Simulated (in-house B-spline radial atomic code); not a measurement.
The numbers below are computed, except where a source is named.
Making a Troullier-Martins p channel for Cd, r_c = 1.09 bohr

Cd, [Kr] 4d10 5s2, non-relativistic PBE, spherical and spin-unpolarised, from a B-spline radial code for spherical atoms (atomic units). The all-electron 4p level is ε = -2.395051 hartree, its outermost node lies just inside 0.45 bohr and its outer maximum at 0.86 bohr.

Inside r_c the pseudo-orbital is u(r) = r^2 exp(p(r)), with p = c0 + c2 r² + c4 r⁴ + … + c12 r¹². The seven coefficients follow from p and its first four derivatives at r_c, from zero curvature of the screened potential at the origin, c4 = −c2²/(2l + 5), and from the norm inside r_c. At r_c the all-electron orbital has P = 1.003663, P' = -1.094347, the screened potential V = -4.076594, V' = 9.781716, V'' = -30.22563, and the norm inside is Q = 0.6708146.

Task: What are p, p' and p'' at r_c?

Result: p = ln(P/r_c^2) = ln(1.003663/1.1881) = -0.16870. p' = P'/P − 2/r_c = -1.09035 − 1.83486 = -2.92522. The radial equation gives p'' = 2(V − ε) − 2(2) p'/r_c − p'² = -3.36309 − (-10.73474) − 8.55689 = -1.18524. Differentiating, p''' = 2V' + 2(2)p'/r_c² − 2(2)p''/r_c − 2p'p'' = 7.1304, and p'''' = 2V'' − 4(2)p'/r_c³ + 4(2)p''/r_c² − 2(2)p'''/r_c − 2p''² − 2p'p''' = -37.622.

For a trial c2 the five matching conditions are linear in c0, c6, c8, c10 and c12, and c2 is varied until the norm inside r_c equals Q. The root nearest zero gives:

```csv
n,c_n
0,1.004482
2,-0.1301243
4,-0.002418905
6,-3.072257
8,3.82421
10,-1.875796
12,0.3406127
```

Task: Check c4 and p(r_c), and find the screened pseudopotential at the origin.

Result: −c2²/7 = -0.0024189, as listed. The terms c_n r_c^n are 1.00448, -0.15460, -0.00341, -5.15248, 7.61998, -4.44069, 0.95803, which sum to -0.16870. Inverting the radial equation, V_l(r) = ε + 2 p'/r + (p'' + p'²)/2, so V_l(0) = ε + (2l + 3) c2 = -2.395051 + 5 × (-0.130124) = -3.0457 hartree, finite where the all-electron potential diverges.

Orbitals and screened potentials:

```tsv
r (bohr)	P	u	V all-electron	V pseudo
0.109	0.245	0.03239	-283.7	-3.057
0.272	-0.6326	0.1998	-70.83	-3.433
0.436	-0.00537	0.498	-30.58	-4.993
0.6	0.7616	0.8572	-16.19	-7.407
0.763	1.119	1.114	-9.761	-8.315
0.926	1.144	1.143	-6.179	-6.371
1.09	1.004	1.004	-4.077	-4.077
```

Logarithmic derivatives P'/P at R = 1.39 bohr, for energies E around ε:

| E − ε (hartree) | all-electron | pseudo |
| --- | --- | --- |
| -0.5 | -0.188832 | -0.190749 |
| -0.25 | -0.793507 | -0.794165 |
| -0.1 | -1.26152 | -1.26158 |
| 0 | -1.63694 | -1.63684 |
| 0.1 | -2.08058 | -2.08069 |
| 0.25 | -2.92566 | -2.9276 |
| 0.5 | -5.20337 | -5.22089 |

Task: With P(R) = 0.6582085 and a norm of 0.8805062 inside R, what slope in energy does norm conservation fix?

Result: d(P'/P)/dE = −2 × (norm inside R)/P(R)² = -4.0648 per hartree·bohr at E = ε, for both atoms, since orbital and norm agree at R. Differences over ±0.1 hartree give -4.0953 (all-electron) and -4.0956 (pseudo), which also hold third-order terms. Half a hartree below ε the two curves differ by -0.0019.
